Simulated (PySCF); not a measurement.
C6H15Ge, doublet, geometry from GFN2-xTB; B3LYP/STO-3G (PySCF).

PySCF was given this input:
```python
from pyscf import gto, scf, dft

mol = gto.M(
    atom='''
C    -1.571459   -2.221506    0.509693
C    -0.912453   -1.810034   -0.795728
Ge    0.122840   -0.042444   -0.621536
C    -1.271148    1.297737    0.077012
C    -0.718209    2.680616    0.367710
C     1.395907   -0.359182    0.965757
C     2.631175    0.524193    0.980832
H    -2.069716   -3.185497    0.397623
H    -0.834420   -2.313214    1.305149
H    -2.317845   -1.491108    0.814286
H    -0.213671   -2.581788   -1.120115
H    -1.663575   -1.702631   -1.578372
H    -2.085596    1.361842   -0.644825
H    -1.668873    0.855584    0.991955
H     0.079036    2.627730    1.106465
H    -1.496850    3.337133    0.757884
H    -0.316090    3.132570   -0.537171
H     0.802589   -0.189480    1.865808
H     1.692590   -1.408299    0.948409
H     2.356190    1.576945    0.989320
H     3.241367    0.341919    0.098258
H     3.241089    0.325560    1.862834
''',
    basis='sto-3g',
    charge=0,
    spin=1,
    verbose=4,
)

mf = dft.UKS(mol)
mf.xc = 'b3lyp'
mf.grids.atom_grid = (50, 194)
mf.kernel()
```

It wrote (shortened):

```
PySCF version 2.14.0

[INPUT] verbose = 4
[INPUT] num. atoms = 22
[INPUT] num. electrons = 83
[INPUT] charge = 0
[INPUT] spin (= nelec alpha-beta = 2S) = 1
[INPUT] symmetry False subgroup None
[INPUT] Mole.unit = angstrom
[INPUT] Symbol           X                Y                Z      unit          X                Y                Z       unit  Magmom
[INPUT]  1 C     -1.571459000000  -2.221506000000   0.509693000000 AA   -2.969627125983  -4.198037924078   0.963180177608 Bohr   0.0
[INPUT]  2 C     -0.912453000000  -1.810034000000  -0.795728000000 AA   -1.724286271538  -3.420468536151  -1.503707989648 Bohr   0.0
[INPUT]  3 Ge     0.122840000000  -0.042444000000  -0.621536000000 AA    0.232133957142  -0.080207535631  -1.174532816558 Bohr   0.0
[INPUT]  4 C     -1.271148000000   1.297737000000   0.077012000000 AA   -2.402121583789   2.452367511715   0.145531588305 Bohr   0.0
[INPUT]  5 C     -0.718209000000   2.680616000000   0.367710000000 AA   -1.357218310198   5.065630085127   0.694871193264 Bohr   0.0
[INPUT]  6 C      1.395907000000  -0.359182000000   0.965757000000 AA    2.637881925363  -0.678755608874   1.825016232882 Bohr   0.0
[INPUT]  7 C      2.631175000000   0.524193000000   0.980832000000 AA    4.972200135802   0.990581206414   1.853503854209 Bohr   0.0
[INPUT]  8 H     -2.069716000000  -3.185497000000   0.397623000000 AA   -3.911196395630  -6.019716900624   0.751398570828 Bohr   0.0
[INPUT]  9 H     -0.834420000000  -2.313214000000   1.305149000000 AA   -1.576825272860  -4.371340927510   2.466374161750 Bohr   0.0
[INPUT] 10 H     -2.317845000000  -1.491108000000   0.814286000000 AA   -4.380092249193  -2.817785742148   1.538777527068 Bohr   0.0
[INPUT] 11 H     -0.213671000000  -2.581788000000  -1.120115000000 AA   -0.403779670762  -4.878872231689  -2.116710578017 Bohr   0.0
[INPUT] 12 H     -1.663575000000  -1.702631000000  -1.578372000000 AA   -3.143701137673  -3.217506281194  -2.982690802682 Bohr   0.0
[INPUT] 13 H     -2.085596000000   1.361842000000  -0.644825000000 AA   -3.941205246488   2.573508404930  -1.218542648273 Bohr   0.0
[INPUT] 14 H     -1.668873000000   0.855584000000   0.991955000000 AA   -3.153712906681   1.616819436560   1.874523277893 Bohr   0.0
[INPUT] 15 H      0.079036000000   2.627730000000   1.106465000000 AA    0.149356393981   4.965690029303   2.090915816417 Bohr   0.0
[INPUT] 16 H     -1.496850000000   3.337133000000   0.757884000000 AA   -2.828636549555   6.306267411248   1.432193194190 Bohr   0.0
[INPUT] 17 H     -0.316090000000   3.132570000000  -0.537171000000 AA   -0.597323530714   5.919699366029  -1.015106072059 Bohr   0.0
[INPUT] 18 H      0.802589000000  -0.189480000000   1.865808000000 AA    1.516673400589  -0.358065306083   3.525866121022 Bohr   0.0
[INPUT] 19 H      1.692590000000  -1.408299000000   0.948409000000 AA    3.198531541178  -2.661299411499   1.792233264073 Bohr   0.0
[INPUT] 20 H      2.356190000000   1.576945000000   0.989320000000 AA    4.452553797439   2.979994163502   1.869543849555 Bohr   0.0
[INPUT] 21 H      3.241367000000   0.341919000000   0.098258000000 AA    6.125295899203   0.646133266785   0.185680709548 Bohr   0.0
[INPUT] 22 H      3.241089000000   0.325560000000   1.862834000000 AA    6.124770555340   0.615219237113   3.520246075528 Bohr   0.0

nuclear repulsion = 556.33094153494
number of shells = 41
number of NR pGTOs = 189
number of NR cGTOs = 63
basis = sto-3g
ecp = {}

******** <class 'pyscf.dft.uks.UKS'> ********
method = UKS
initial guess = minao
damping factor = 0
level_shift factor = 0
DIIS = <class 'pyscf.scf.diis.CDIIS'>
diis_start_cycle = 1
diis_space = 8
diis_damp = 0
SCF conv_tol = 1e-09
SCF conv_tol_grad = None
SCF max_cycles = 50
direct_scf = True
direct_scf_tol = 1e-13
number electrons alpha = 42  beta = 41
XC library pyscf.dft.libxc version 7.1.2
    S. Lehtola, C. Steigemann, M. J. T. Oliveira, and M. A. L. Marques,  SoftwareX 7, 1–5 (2018)
XC functionals = b3lyp
    P. J. Stephens, F. J. Devlin, C. F. Chabalowski, and M. J. Frisch,  J. Phys. Chem. 98, 11623 (1994)
radial grids:
    Treutler-Ahlrichs [JCP 102, 346 (1995); DOI:10.1063/1.469408] (M4) radial grids

becke partition: Becke, JCP 88, 2547 (1988); DOI:10.1063/1.454033
pruning grids: <function nwchem_prune>
grids dens level: 3
symmetrized grids: False
atomic radii adjust function: <function treutler_atomic_radii_adjust>
User specified grid scheme (50, 194)
small_rho_cutoff = 0
Set gradient conv threshold to 3.16228e-05
tot grids = 145280
init E= -2285.58787400668

cycle= 1 E= -2287.71291789142  delta_E= -2.13  |g|= 0.396  |ddm|= 3.82

cycle= 2 E= -2287.27370333538  delta_E= 0.439  |g|= 0.784  |ddm|= 1.99
cycle= 3 E= -2287.84901485614  delta_E= -0.575  |g|= 0.146  |ddm|= 1.77
cycle= 4 E= -2287.86230955274  delta_E= -0.0133  |g|= 0.0483  |ddm|= 0.233
cycle= 5 E= -2287.86404133103  delta_E= -0.00173  |g|= 0.0234  |ddm|= 0.105
cycle= 6 E= -2287.86459524038  delta_E= -0.000554  |g|= 0.00399  |ddm|= 0.0493
cycle= 7 E= -2287.86463814063  delta_E= -4.29e-05  |g|= 0.00173  |ddm|= 0.0194
cycle= 8 E= -2287.86465240947  delta_E= -1.43e-05  |g|= 0.00148  |ddm|= 0.0146
cycle= 9 E= -2287.86465832066  delta_E= -5.91e-06  |g|= 0.000657  |ddm|= 0.00947
cycle= 10 E= -2287.86465952449  delta_E= -1.2e-06  |g|= 0.000225  |ddm|= 0.00447
cycle= 11 E= -2287.8646597147  delta_E= -1.9e-07  |g|= 6.97e-05  |ddm|= 0.00176
cycle= 12 E= -2287.86465976659  delta_E= -5.19e-08  |g|= 3.81e-05  |ddm|= 0.00102
cycle= 13 E= -2287.86465978219  delta_E= -1.56e-08  |g|= 1.37e-05  |ddm|= 0.000652
cycle= 14 E= -2287.86465978367  delta_E= -1.48e-09  |g|= 5.19e-06  |ddm|= 0.000215
cycle= 15 E= -2287.86465978377  delta_E= -9.46e-11  |g|= 2.26e-06  |ddm|= 4.55e-05
Extra cycle  E= -2287.86465978376  delta_E= 7.28e-12  |g|= 2.13e-06  |ddm|= 1.39e-05
converged SCF energy = -2287.86465978376  <S^2> = 0.75040082  2S+1 = 2.0004008
```
